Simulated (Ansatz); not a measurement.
Abridged output of a molecular run in Ansatz:

```
Functional definition: HF
1582 factors; integrals over basis functions are off by at most 1.1e-3 eV
mean field evaluation 1: about -10681.4297 eV, gradient 3.2e1 eV
mean field evaluation 2: about -10681.6024 eV, gradient 3.2e1 eV
mean field evaluation 4: about -10684.2687 eV, gradient 3.5e0 eV
mean field evaluation 8: about -10684.3119 eV, gradient 2.4e-1 eV
mean field -10684.31204822 eV, -392.6412256853 hartree, gradient 1.4e-6 eV, S^2 0.000000; 0 other end points of the search recorded, 0 dependent functions left out
7 core orbitals not correlated: weight in the atoms' cores, before any rotation towards them, 1.000 or more for the frozen orbitals, at most 0.000 for the correlated occupied ones
reference -10684.31204822 eV, -392.6412256853 hartree; 18, 18 occupied and 216, 216 virtual orbitals, 1582 factors
second order -25.55723224 eV of doubles, -0.00000000 eV of singles
cycle   1  -25.68648340 eV  change   -1.3e-1 eV  update   1.1e-1
cycle   2  -26.31300192 eV  change   -6.3e-1 eV  update   3.1e-2
cycle   3  -26.42571438 eV  change   -1.1e-1 eV  update   1.6e-2
cycle   4  -26.41584319 eV  change    9.9e-3 eV  update   3.9e-3
cycle   5  -26.41241090 eV  change    3.4e-3 eV  update   1.6e-3
cycle   6  -26.41277131 eV  change   -3.6e-4 eV  update   4.6e-4
cycle   7  -26.41266379 eV  change    1.1e-4 eV  update   1.8e-4
cycle   8  -26.41255484 eV  change    1.1e-4 eV  update   5.4e-5
cycle   9  -26.41255239 eV  change    2.4e-6 eV  update   2.1e-5
perturbative correction -0.84472933 eV, -0.0310432302 hartree
Total energy: -10711.56932994 eV, -393.6429123129 hartree
```

Its atoms:

```xyz
11

F    -1.0707   -0.8648   -2.3160
C    -0.7624   -0.8046   -0.9611
C     0.1300    0.3676   -0.6771
Sn    0.6470    0.5203    1.4086
H    -1.7123   -0.7330   -0.4215
H    -0.2826   -1.7537   -0.7014
H    -0.3606    1.2999   -0.9656
H     1.0603    0.2854   -1.2436
H    -0.7723    0.6997    2.3421
H     1.4680   -0.8937    1.9036
H     1.6556    1.8769    1.6320
```

Question: Which basis set was used?
A. def2-SVP
B. def2-SVPD
C. def2-TZVPP
D. cc-pV(Q+d)Z

Answer: C. It gives 241 functions.

Question: Write the keys of the input that set method, charge and spin (a neutral closed shell needs none for the last two).

Answer: 
```yaml
correlation: {method: ccsd_t}
```
